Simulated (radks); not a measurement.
Sb9+, configuration [Kr] 4d6.

Calculated with a radial shooting solver on a logarithmic mesh with Libxc functionals: scalar-relativistic Kohn-Sham, SCAN, spin-polarised, spherical densities, finite nucleus; open shells are filled with parallel spins first (spin-orbit coupling, left out, can overturn this in heavy ions); meta-GGA in the generalised Kohn-Sham scheme; Fermi nuclear charge, rms radius 4.6802 fm.

Energy parts (eV):
| part | energy |
|---|---|
| total | -175727.616 |
| kinetic | 183830.742 |
| electron-nucleus | -418294.822 |
| Hartree | 63248.544 |
| exchange-correlation | -4512.080 |

Orbitals (lengths in bohr, moments of r in powers of bohr; <r^-3> diverges for s and p1/2):
| orbital | occ. | eigenvalue (eV) | <r^4> | <1/r> | <r^-3> | <r^2> |
|---|---|---|---|---|---|---|
| 1s up | 1 | -30522.34 | 3.130e-06 | 54.32 | - | 0.001094 |
| 1s down | 1 | -30522.29 | 3.130e-06 | 54.32 | - | 0.001094 |
| 2s up | 1 | -4800.744 | 0.0005393 | 12.43 | - | 0.01771 |
| 2s down | 1 | -4799.266 | 0.0005392 | 12.43 | - | 0.01771 |
| 2p up | 3 | -4322.878 | 0.0003894 | 11.92 | 5037 | 0.01401 |
| 2p down | 3 | -4321.631 | 0.0003893 | 11.92 | 5039 | 0.01401 |
| 3s up | 1 | -1076.159 | 0.02345 | 4.444 | - | 0.1240 |
| 3s down | 1 | -1075.496 | 0.02338 | 4.443 | - | 0.1239 |
| 3p up | 3 | -919.1375 | 0.02480 | 4.223 | 950.0 | 0.1246 |
| 3p down | 3 | -918.2858 | 0.02470 | 4.222 | 949.1 | 0.1245 |
| 3d up | 5 | -681.0758 | 0.02222 | 3.985 | 130.5 | 0.1100 |
| 3d down | 5 | -679.5763 | 0.02210 | 3.985 | 130.4 | 0.1098 |
| 4s up | 1 | -305.6173 | 0.6392 | 1.803 | - | 0.6664 |
| 4s down | 1 | -299.1724 | 0.6413 | 1.806 | - | 0.6664 |
| 4p up | 3 | -255.3965 | 0.8298 | 1.670 | 190.3 | 0.7513 |
| 4p down | 3 | -248.9236 | 0.8373 | 1.672 | 190.9 | 0.7530 |
| 4d up | 5 | -180.1231 | 1.368 | 1.453 | 21.71 | 0.9379 |
| 4d down | 1 | -173.7600 | 1.411 | 1.450 | 21.69 | 0.9480 |

The highest occupied level is 4d down at -173.76 eV. Spin moment in Bohr magnetons: 4.
